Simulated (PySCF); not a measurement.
# Computed properties of Ga(Cl)(Br)(OH) (BrClGaHO), SMILES [OH][Ga]([Cl])[Br]

Ga(Cl)(Br)(OH) (BrClGaHO), SMILES [Br][Ga]([OH])[Cl]. Coordinates come from a PBE0-D3(BJ)/def2-SVP optimisation. The structure was generated by enumeration; whether it is a known compound was not checked. The values are those of a single conformer. All values are computed for the isolated molecule unless a solvent is named; none is compared with measurement here.

**Structure.** The optimised structure has Cs symmetry. All 9 harmonic modes at PBE0-D3(BJ)/def2-SVP (PySCF) are real, so it is a minimum. With heavy atoms numbered as in [Ga:1]([Cl:2])([Br:3])[OH:4], the shortest bond between them is Ga1–O4 at 1.766 Å and the longest Ga1–Br3 at 2.255 Å.

**Vibrations.** The strongest infrared lines (harmonic, unscaled, degenerate partners summed) lie at 350 cm⁻¹ (119 km/mol, H 91 %, O 9 %), 3898 cm⁻¹ (106 km/mol, H 94 %), 736 cm⁻¹ (104 km/mol, O 79 %, Ga 20 %). The softest mode is at 106 cm⁻¹ and the zero-point energy is 10.0 kcal/mol.

**Electronic structure.** CAM-B3LYP/def2-TZVP (PySCF) places the frontier levels at -10.21 and -0.75 eV, a gap of 9.46 eV, and gives a dipole moment of 1.20 D and a mean polarisability of 58.9 bohr³. PBE/def2-TZVP (PySCF) at the same geometry gives -7.55 and -2.62 eV, so its gap is 4.53 eV narrower. An orbital gap is neither the optical nor the fundamental gap.

**Excitations.** TDA-ωB97X/def2-SVPD (PySCF) has S1 at 6.21 eV (200 nm, f = 0.028, weak); the most intense of the 10 singlets computed lies at 7.57 eV (f = 0.09). T1 (TDA) is at 5.75 eV, 0.46 eV under S1. TDA-PBE/def2-SVPD (PySCF) puts S1 at 5.00 eV. No vertical singlet excitation falls in the visible range (under 3.1 eV).

**NMR.** GIAO shifts at KT2/pcSseg-1 (PySCF) (non-relativistic, atoms alike by connectivity averaged): ¹H at 3.4 ppm against TMS. Without spin–orbit terms, shifts of atoms bonded to Cl or Br come out too high.
